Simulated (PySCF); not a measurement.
C2H3O, SMILES [CH2]C=O, multiplicity 2. Geometry: PBE-D3(BJ)/def2-TZVP. The isomer is the one that the SMILES or the coordinates give; other isomers of the formula were not compared.

Computed with PBE-D3(BJ)/def2-TZVP run with PySCF.

Harmonic wavenumbers (cm⁻¹): 403, 489, 717, 939, 948, 1137, 1350, 1423, 1529, 2840, 3073, 3188. Rotational constants (GHz): 66.66, 11.35, 9.697; symmetry number 1.

Q: Work out the zero-point energy and the ideal-gas rigid-rotor harmonic-oscillator thermochemistry at 298.15 K and 1 atm.

A: ZPE = ½ Σ hcν = ½ × 18037 cm⁻¹ = 25.78 kcal/mol. H − E(el) = 28.64 kcal/mol. Entropy in cal/(mol K): translation 37.21, rotation 21.31, vibration 2.26, spin 1.38, total 62.15. G − E(el) = 10.11 kcal/mol. Cp = 12.91 cal/(mol K).
